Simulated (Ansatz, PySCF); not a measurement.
Spin gap between two states, R1 and P1; the higher of the two is an excited state, each structure at its B3LYP-D3(BJ)/def2-TZVP stationary point, reached from a drawn start (curvature not checked).
R1, CCl2 (SMILES Cl[C]Cl) (charge 0, multiplicity 1, Z-matrix in Å and degrees):
```
C
Cl 1 1.7242
Cl 1 1.7242 2 109.63
```
P1, CCl2 (SMILES Cl[C]Cl) (charge 0, multiplicity 3):
```
atom    x (Å)   y (Å)    z (Å)
----  -------  ------  -------
C      0.0000  0.0000  -0.4830
Cl     1.5096  0.0000   0.2416
Cl    -1.5096  0.0000   0.2416
```

P less R. No zero-point or thermal terms; singlets are restricted closed shells; open shells are unrestricted.

Cores are frozen in the correlated methods.

The values were computed with Ansatz (Gaussian orbitals); PySCF for M06-2X. Each number belongs to the level named beside it.

Task: Estimate the spin gap that B2PLYP/def2-TZVPP returns for this input.

Result: 17.6 kcal/mol

Task: Give the spin gap at the level M06-2X/def2-TZVPP.

Result: 17.0 kcal/mol

Task: What is the computed spin gap (PBE0/def2-TZVPP)?

Result: 13.2 kcal/mol

Ansatz is an electronic-structure program.
